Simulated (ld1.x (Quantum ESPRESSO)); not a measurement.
## Transferability test, PAW potential for Mn (Z = 25)

- Element: Mn (Z = 25)
- Generator: ld1.x (Quantum ESPRESSO) 7.5
- Type: PAW
- Functional: PBEsol
- Relativity: fully relativistic
- Frozen core: [Ar]
- Valence charge: 7
- Reference configuration: 3d5 4s2 4p0
- Partial waves: 4s (bound): rcut 2.05, rcutus 2.60 bohr; 4s channel at 0.5 Ry: rcut 2.05, rcutus 2.60 bohr; 4p (bound, empty): rcut 3.10, rcutus 4.00 bohr; 4p channel at 2.95 Ry: rcut 3.10, rcutus 4.00 bohr; 3d (bound): rcut 0.95, rcutus 1.00 bohr; 3d channel at 0.3 Ry: rcut 0.95, rcutus 1.00 bohr
- Local potential: all-electron potential smoothed inside 1.10 bohr (lloc = -1)
- Core correction: Bessel-smoothed model core, default radius (core density twice the valence density)
- Augmentation charge: PSQ, inside the norm-conserving radii

Open shells are filled in proportion to 2j + 1 (rel_dist='average').

Energies are relative to the spin-unpolarised reference configuration 3d5 4s2 4p0; without spin polarisation the order of configurations can differ from experiment.

```
valence configuration  charge  ΔE all-electron (eV)  error AE − PS (meV)
          3d5 4s0 4p0      +2                23.944                 -9.7
          3d4 4s0 4p0      +3                56.423                 -341
          3d6 4s0 4p0      +1                 6.775                 -122
          3d6 4s1 4p0       0                -0.366                  -74
          3d5 4s0 4p1      +1                13.191                 +6.0
```

Question: What are ΔE and the potential's error for 3d5 4s1 4p1?

Answer: ΔE = 3.884 eV all-electron; the error (AE − PS) is +0.4 meV.

Question: What are ΔE and the potential's error for 3d5 4s1 4p0?

Answer: ΔE = 8.432 eV all-electron; the error (AE − PS) is -1.7 meV.

The ghost test of this file was not conclusive.
